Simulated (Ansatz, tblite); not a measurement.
Removing and adding an electron: Cu(SH)2 (CuH₂S₂). Total charge 0; doublet. Geometry: PBE0-D4/def2-TZVP. Ansatz, gas phase; energy differences of separate SCF runs; the oxidised species is a triplet (the singlet lies 0.74 eV higher at PBE0-D4/def2-TZVP); the reduced species is a singlet (the triplet lies 3.57 eV higher at PBE0-D4/def2-TZVPD).

```tsv
atom	x (Å)	y (Å)	z (Å)
Cu1	-0.005	-0.001	-0.003
S2	-0.354	2.081	0.144
H3	-1.187	1.994	1.198
S4	0.350	-2.081	-0.147
H5	1.195	-1.993	-1.191
```

The xTB rows come from tblite. Correlated methods freeze 19 core orbitals. No other spin state of charge 0 was run.

```tsv
level	−HOMO (eV)	vertical IE (eV)	−LUMO (eV)	vertical EA (eV)	HOMO–LUMO gap (eV)	IE − EA (eV)
GFN1-xTB	–	14.06	–	7.51	–	6.55
GFN2-xTB	–	14.03	–	7.76	–	6.28
HF/def2-TZVPD	–	–	–	1.46	–	–
HF/def2-TZVPP	–	8.43	–	–	–	–
PBE-D4/def2-TZVP	6.46	9.26	5.49	–	0.97	–
PBE-D4/def2-TZVPD	6.56	–	5.58	2.81	0.98	–
r2SCAN-D4/def2-TZVP	6.60	9.17	5.49	–	1.11	–
r2SCAN-D4/def2-TZVPD	6.66	–	5.54	2.85	1.12	–
PBE0-D4/def2-TZVP	7.12	8.99	4.83	–	2.29	–
PBE0-D4/def2-TZVPD	7.19	–	4.89	3.09	2.30	–
MP2/def2-TZVPD	–	–	–	5.27	–	–
MP2/def2-TZVPP	–	6.87	–	–	–	–
CCSD/def2-TZVPD	–	–	–	3.73	–	–
CCSD/def2-TZVPP	–	8.11	–	–	–	–
CCSD(T)/def2-TZVPD	–	–	–	4.00	–	–
CCSD(T)/def2-TZVPP	–	7.97	–	–	–	–
```

Relaxing the oxidised species (PBE0-D4/def2-TZVP) changes its energy by -0.11 eV at PBE0-D4/def2-TZVP, so the adiabatic ionisation energy to this nearest minimum is 8.88 eV. At PBE-D4/def2-TZVP it is 9.06 eV.     HOMO and LUMO are the levels of the spin that leaves or enters (xTB has no such levels and no spin-polarisation term). Other spin states of the ions may lie lower, which would lower the ionisation energy or raise the affinity. Raw xTB energy differences between charge states are shifted by several eV; the methods need an empirical correction for them.
